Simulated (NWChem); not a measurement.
Species: CH2NO anion

```xyz
5

N      0.1332    -1.2023     0.0000
C     -0.3639     0.0157     0.0000
O      0.2010     1.1493     0.0000
H      1.1572    -1.1083     0.0000
H     -1.4921     0.0160     0.0000
```
Atoms are numbered in this order, from 1.

Program: NWChem. Geometry optimised at B3LYP/def2-SVPD; all other runs use it. Pople sets run with spherical d functions. Sets without diffuse functions describe the anion's extra electron poorly. The highest occupied level is positive in some or all of these runs, so the extra electron may be held by the finite basis. Vzz has the sign of the potential's second derivative.

```
quantity                                                              level   value
------------------------------------------------------  -------------------  ------
anisotropy (bohr³) at 589 nm                                B3LYP/def2-SVPD    19.3
Vzz O3 (a.u.)                                               B3LYP/def2-TZVP  -1.263
solvation free energy (kcal/mol) in dimethyl sulfoxide  M06-2X/6-31+G*, SMD   -62.8
highest occupied level (eV)                                     PBE/6-31+G*       ?
highest harmonic frequency (cm⁻¹)                           B3LYP/def2-SVPD       ?
```

Task: Complete the blanks.

Result: 
- highest occupied level (eV), value: 0.55
- highest harmonic frequency (cm⁻¹), value: 3386
